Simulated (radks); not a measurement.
The nitrogen anion N3-, [Ne], held by a Watson sphere: a shell of charge +3.95 at radius R that stands for the Madelung well of a crystal (potential energy -3.95/R inside, -3.95/r outside, in hartree with lengths in bohr). Method: non-relativistic Kohn-Sham, r2SCAN, spin-unpolarised, spherical densities, point nucleus; meta-GGA in the generalised Kohn-Sham scheme; computed with a radial shooting solver on a logarithmic mesh with Libxc functionals.

| R (bohr) | e(1s) (eV) | e(2s) (eV) | e(2p) (eV) | <r> 2p (bohr) | sum of <r^2> (bohr^2) | X-ray form factor at sin(theta)/lambda = 0.1 1/angstrom |
|---|---|---|---|---|---|---|
| 1.74 | -391.29 | -32.311 | -19.747 | 1.531 | 22.09 | 8.549 |
| 1.8 | -391.25 | -31.665 | -19.236 | 1.557 | 22.80 | 8.508 |
| 2.16 | -390.95 | -28.261 | -16.511 | 1.706 | 27.16 | 8.271 |
| 2.34 | -390.74 | -26.839 | -15.344 | 1.777 | 29.38 | 8.158 |
| 3.58 | -388.83 | -20.728 | -9.889 | 2.243 | 46.32 | 7.460 |
| 3.68 | -388.68 | -20.435 | -9.597 | 2.280 | 47.87 | 7.410 |
| 3.78 | -388.54 | -20.161 | -9.320 | 2.317 | 49.45 | 7.360 |
